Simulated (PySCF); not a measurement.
Give a PBE0-D3(BJ)/def2-SVP geometry of [Ag(NH3)2]+, `[NH3]->[Ag+]<-[NH3]`. (Charge +1 and singlet state.)

```
atom  x, y, z in Å
Ag1    0.0020    0.0014    0.0000
N2    -0.0076   -0.0138    2.1421
H3    -0.4241    0.8325    2.5363
H4     0.9333   -0.0824    2.5358
H5    -0.5375   -0.8005    2.5234
N6     0.0079    0.0141   -2.1421
H7    -0.9363    0.0169   -2.5338
H8     0.4806   -0.8025   -2.5355
H9     0.4817    0.8344   -2.5263
```

Any rigid rotation of these coordinates is as good. Atoms count from 1 in this order. N2 (nitrogen bonded to Ag and 3 H) is tetrahedral (angles from 106.4° to 112.4°).

Bonds between heavy atoms (Å): Ag1–N2 2.142, Ag1–N6 2.142.

Computed, not measured: PBE0-D3(BJ)/def2-SVP geometry optimisation, gas phase, def2 core potentials past Kr in PySCF 2.14.0.

PBE0-D3(BJ)/def2-SVP frequencies: not computed here.
